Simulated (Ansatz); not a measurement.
**A small benchmark: atomisation enthalpy at 298 K**

6 molecules without hydrogen; the atomisation enthalpy at 298 K in kJ/mol, computed less measured. Shapes, held fixed at every level: PBE0-D4/def2-TZVP. Thermal terms are harmonic and unscaled (PBE0-D4/def2-TZVP); the spin-orbit lowering of the free atoms is taken from their spectra. Programs: Ansatz 0.2.0. Measured values: Active Thermochemical Tables, CRC Handbook of Chemistry and Physics, NIST-JANAF tables.

Levels: A = SPW92/def2-TZVPP; B = PBE-D4/def2-TZVPP; C = B3LYP-D4/def2-TZVPP.

```csv
molecule,from tabulated heats,A,B,C
ICl (iodine monochloride),211,+74,+13,-20
SiO2 (silicon dioxide molecule),1254,+234,+31,-51
B(BO)O (diboron dioxide),2095,+367,+106,+3
SO2F2 (sulfuryl fluoride),1693,+535,+122,-53
PF5 (pentafluorophosphorane),2308,+509,+46,-67
Si(SiF3)F3 (hexafluorodisilane),3760,+522,-11,-113
```

(1) Sum up the errors.

Results:

(1) 
```
              level           kind  mean error  mean absolute error  worst case
   SPW92/def2-TZVPP            LDA      +373.5                373.5       SO2F2
  PBE-D4/def2-TZVPP            GGA       +51.2                 54.8       SO2F2
B3LYP-D4/def2-TZVPP  global hybrid       -50.2                 51.2  Si(SiF3)F3
```

On this set B3LYP-D4/def2-TZVPP has the smallest mean absolute error and SPW92/def2-TZVPP the largest. SPW92/def2-TZVPP is too high in 6 of 6; PBE-D4/def2-TZVPP is too high in 5 of 6; B3LYP-D4/def2-TZVPP is too low in 5 of 6. The heats of SO2F2 (sulfuryl fluoride), PF5 (pentafluorophosphorane), Si(SiF3)F3 (hexafluorodisilane) come from older tables and can be uncertain by 10 kJ/mol or more. The molecules' own spin-orbit lowering is left out, so errors for iodides read a little too negative. Heats of the atoms come from ATcT where it has them, that of boron, 570 kJ/mol, from recent work. With so many references in doubt the order of the levels isn't settled. The tabulated values of SiO2, B(BO)O are in doubt (older tables, estimates, or at odds with other calculations) and kept here. Over the 4 molecules whose values aren't doubted the mean absolute errors are A 410.0; B 48.0; C 63.2. The smallest two are near a tie. For atoms past krypton def2 sets carry core potentials with scalar relativity. The set is small.
